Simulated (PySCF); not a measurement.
Electron correlation in Nb (niobium, neutral)

[Kr] 4d3 5s2, high-spin 4F determinant (an excited configuration). Computed with PySCF 2.14 in x2c-TZVPPall (8s6p6d2f1g, 79 functions), with scalar relativity by spin-free X2C-1e. Frozen: [Kr]; 5 electrons correlated.

| level | correlation energy (mhartree) |
| --- | --- |
| CCSD | -77.80 |
| (T) | -4.18 |
| CCSD(T) | -81.98 |

Diagnostics: T1 = 0.028, D1 = 0.0809, largest double amplitude 0.086.

Cost of the coupled-cluster step: roughly 5 core-seconds, for 5 correlated electrons.

Iterations:

```
CC2 = 0
CCSD nocc = (np.int64(4), np.int64(1)), nmo = (61, 61)
frozen orbitals [[0, 1, 2, 3, 4, 5, 6, 7, 8, 9, 10, 11, 12, 13, 14, 15, 16, 17], [0, 1, 2, 3, 4, 5, 6, 7, 8, 9, 10, 11, 12, 13, 14, 15, 16, 17]]
max_cycle = 100
direct = 0
conv_tol = 1e-08
conv_tol_normt = 1e-06
diis_space = 8
diis_start_cycle = 0
Init t2, MP2 energy = -0.0639693674907293
Init E_corr(UCCSD) = -0.0639693674910131
cycle = 1  E_corr(UCCSD) = -0.0722012994308361  dE = -0.00823193194  norm(t1,t2) = 0.0694127
cycle = 2  E_corr(UCCSD) = -0.0750442811986139  dE = -0.00284298177  norm(t1,t2) = 0.0324892
cycle = 3  E_corr(UCCSD) = -0.0774537091810694  dE = -0.00240942798  norm(t1,t2) = 0.0183027
cycle = 4  E_corr(UCCSD) = -0.0775855771261513  dE = -0.000131867945  norm(t1,t2) = 0.00623371
cycle = 5  E_corr(UCCSD) = -0.0777435550392861  dE = -0.000157977913  norm(t1,t2) = 0.00368014
cycle = 6  E_corr(UCCSD) = -0.0778077877896323  dE = -6.42327503e-05  norm(t1,t2) = 0.00167779
cycle = 7  E_corr(UCCSD) = -0.0777966453612009  dE = 1.11424284e-05  norm(t1,t2) = 0.000560014
cycle = 8  E_corr(UCCSD) = -0.0778096154180309  dE = -1.29700568e-05  norm(t1,t2) = 0.000187949
cycle = 9  E_corr(UCCSD) = -0.0778016273088348  dE = 7.9881092e-06  norm(t1,t2) = 7.49809e-05
cycle = 10  E_corr(UCCSD) = -0.0778047707794393  dE = -3.1434706e-06  norm(t1,t2) = 2.926e-05
cycle = 11  E_corr(UCCSD) = -0.0778045885291659  dE = 1.82250273e-07  norm(t1,t2) = 7.65559e-06
cycle = 12  E_corr(UCCSD) = -0.0778045140223323  dE = 7.45068336e-08  norm(t1,t2) = 3.48383e-06
cycle = 13  E_corr(UCCSD) = -0.0778045234040927  dE = -9.3817604e-09  norm(t1,t2) = 9.71298e-07
UCCSD converged
E(UCCSD) = -3817.286468981455  E_corr = -0.07780452340409269
UCCSD(T) correction = -0.00417838660917593
```
